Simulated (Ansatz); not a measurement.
C2H8B2O, SMILES `CBBOC`. Total charge 0; spin multiplicity 1. Geometry: relaxed with PBE0-D4/def2-TZVP. It is one conformer, not always the lowest.

```xyz
13

C     1.045    0.870    1.507
B     0.964   -0.343    0.527
B    -0.427   -1.235    0.201
O    -1.342   -1.034   -0.770
C    -1.232    0.029   -1.690
H     0.159    1.066    2.113
H     1.202    1.750    0.862
H     1.930    0.840    2.151
H     2.003   -0.678    0.013
H    -0.665   -2.189    0.906
H    -0.315    0.609   -1.535
H    -2.094    0.691   -1.581
H    -1.228   -0.375   -2.705
```

Problem. What is the dipole moment at r2SCAN/def2-TZVPP? (Best estimate.)

Solution. Computed: 1.90 D, with components (0.21, 1.75, -0.70) D in this frame, pointing from negative to positive charge.

Problem. And with PBE, B3LYP, ωB97M-V? (Estimate.)

Solution. The calculation gave: PBE 1.90 D, B3LYP 1.89 D, ωB97M-V 1.91 D.

Problem. Give the Mulliken charges with r2SCAN, ωB97M-V, PBE in def2-TZVPP. (An estimate is asked.)

Solution. The calculation gave: 
| atom | r2SCAN | ωB97M-V | PBE |
| --- | --- | --- | --- |
| C1 | -0.22 | -0.34 | -0.31 |
| B2 | -0.02 | -0.09 | -0.07 |
| B3 | 0.15 | 0.02 | 0.07 |
| O4 | -0.27 | -0.24 | -0.18 |
| C5 | 0.04 | -0.14 | -0.09 |
| H6 | 0.06 | 0.11 | 0.10 |
| H7 | 0.06 | 0.10 | 0.10 |
| H8 | 0.07 | 0.12 | 0.11 |
| H9 | 0.00 | 0.08 | 0.02 |
| H10 | -0.04 | 0.05 | -0.02 |
| H11 | 0.03 | 0.08 | 0.06 |
| H12 | 0.07 | 0.12 | 0.11 |
| H13 | 0.07 | 0.12 | 0.11 |

B3LYP here is the variant with VWN-RPA as its local correlation; programs differ in this.
